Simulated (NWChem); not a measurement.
**Ionisation of H₃Al**

SMILES: [AlH3]
```xyz
4

Al     0.0000     0.0000     0.0000
H      0.0000     0.0000     1.6008
H      1.3864     0.0000    -0.8004
H     -1.3864     0.0000    -0.8004
```
Charge 0, spin multiplicity 1.

Program: NWChem. All single points use one geometry, from PBE/def2-SVP, a minimum by its harmonic frequencies.

Basis set: def2-TZVPD. −ε marks an orbital energy of the parent.

B3LYP has NWChem's definition, with VWN1-RPA local correlation. The structure started from a generated list of species.

**Question.** For the first vertical ionisation energy, −ε(HOMO) of HF gives 11.71 eV and −ε(HOMO) of BLYP gives 7.21 eV. What do −ε(HOMO) of BP86, −ε(HOMO) of B3LYP, −ε(HOMO) of PBE give?

**Answer.** −ε(HOMO) of BP86: 7.40 eV; −ε(HOMO) of B3LYP: 8.38 eV; −ε(HOMO) of PBE: 7.29 eV.
